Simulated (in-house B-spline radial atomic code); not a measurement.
Removing one electron from Re7+

Closed shell [Xe] 4f14. Computed with an all-electron radial atomic-structure program (B-spline basis): Koopmans values of Dirac-Hartree-Fock plus a diagonal self-energy, in second order or with its direct term screened (direct RPA, with the hole-particle interaction, or full time-dependent Hartree-Fock), linearised in energy; no-pair Dirac-Coulomb Hamiltonian, finite nucleus. Shifts add to the Koopmans value (the ΔSCF shift is orbital relaxation alone); the final value takes TDHF screening with Breit and QED.

Command:
```bash
python run_mb.py task.json out
```
Settings (nuclear radius in fm, box in bohr, cutoff in hartree):
```
basis_form          2
Z                   75
core_configuration  [Xe] 4f14
rms_radius          5.3698
mass_number         187
speed_of_light      137.036
box_radius          8.943
lmax                7
intervals           61
virtual_cutoff      22500.0
```

Run time, properties included: 2.7 min on 1 thread of Intel(R) Xeon(R) Platinum 8259CL CPU @ 2.50GHz, on a shared host.

Energies in eV:

| subshell | Koopmans | ΔSCF shift | second order | direct RPA | hole-particle | TDHF | Breit + QED | final |
| --- | --- | --- | --- | --- | --- | --- | --- | --- |
| 5p3/2 | 143.81 | -0.707 | ? | ? | ? | ? | ? | ? |
| 4f7/2 | 155.51 | -6.335 | -7.560 | -2.800 | -3.483 | -3.542 | 0.242 | 152.21 |
| 5p1/2 | 156.59 | -0.885 | 0.428 | 0.633 | 0.446 | 0.475 | -0.258 | 156.81 |
| 4f5/2 | 158.20 | -6.525 | -7.871 | -2.931 | -3.630 | -3.694 | 0.151 | 154.66 |

What does the self-energy do to 5p3/2?

It shifts the removal energy by 0.771 eV in second order, 0.724 with direct RPA, 0.646 with the hole-particle term and 0.695 with TDHF screening (quasi-particle weight 0.980); Breit and QED add -0.121 eV. The final value is 144.38 eV, against 144.4 ± 0.4 eV (NIST, semi-empirical).
